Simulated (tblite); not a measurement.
Parent: `[CH3:1][CH2:2][S:3][CH2:4][CH2:5][CH2:6][SiH3:7]` with C1–C2–S3–C4 65°, C2–S3–C4–C5 65°, S3–C4–C5–C6 61°, C4–C5–C6–Si7 -176°, C5H14SSi.

Computed geometry: GFN2-xTB, gas phase. One conformer each, not checked by frequencies here.

| coordinate of the parent | value |
| --- | --- |
| C1–C2 | 1.516 Å |
| C2–S3 | 1.826 Å |
| S3–C4 | 1.825 Å |
| C4–C5 | 1.522 Å |
| C5–C6 | 1.524 Å |
| C6–Si7 | 1.899 Å |
| C1–C2–S3 | 113.4° |
| C2–S3–C4 | 102.5° |
| S3–C4–C5 | 114.0° |
| C4–C5–C6 | 112.3° |
| C5–C6–Si7 | 113.1° |

Q: How does the shared frame change in `[CH3:1][CH2:2][S:3][CH2:4][CH2:5][C:6](=[O:7])[SiH3:8]` with C1–C2–S3–C4 -81°, C2–S3–C4–C5 -101°, S3–C4–C5–C6 80°, C4–C5–C6–O7 16°, C5H12OSSi? Atoms pair as C1 = C1, C2 = C2, S3 = S3, C4 = C4, C5 = C5, C6 = C6, Si7 = Si8 (parent first).

A: 
```json
{"parent": "C1–C2", "relative": "C1–C2", "value in the relative": "1.516 Å", "change": "0.000"}
{"parent": "C2–S3", "relative": "C2–S3", "value in the relative": "1.828 Å", "change": "+0.002"}
{"parent": "S3–C4", "relative": "S3–C4", "value in the relative": "1.830 Å", "change": "+0.005"}
{"parent": "C4–C5", "relative": "C4–C5", "value in the relative": "1.523 Å", "change": "+0.001"}
{"parent": "C5–C6", "relative": "C5–C6", "value in the relative": "1.513 Å", "change": "-0.011"}
{"parent": "C6–Si7", "relative": "C6–Si8", "value in the relative": "1.925 Å", "change": "+0.026"}
{"parent": "C1–C2–S3", "relative": "C1–C2–S3", "value in the relative": "112.0°", "change": "-1.4"}
{"parent": "C2–S3–C4", "relative": "C2–S3–C4", "value in the relative": "101.6°", "change": "-0.9"}
{"parent": "S3–C4–C5", "relative": "S3–C4–C5", "value in the relative": "111.8°", "change": "-2.2"}
{"parent": "C4–C5–C6", "relative": "C4–C5–C6", "value in the relative": "114.2°", "change": "+1.9"}
{"parent": "C5–C6–Si7", "relative": "C5–C6–Si8", "value in the relative": "117.1°", "change": "+4.0"}
```

Of the parent's bonds, C6–Si7 changes most (+0.026 Å). Bonds of the relative outside the shared frame: C6=O7 1.211 Å. Point group C1 → C1.
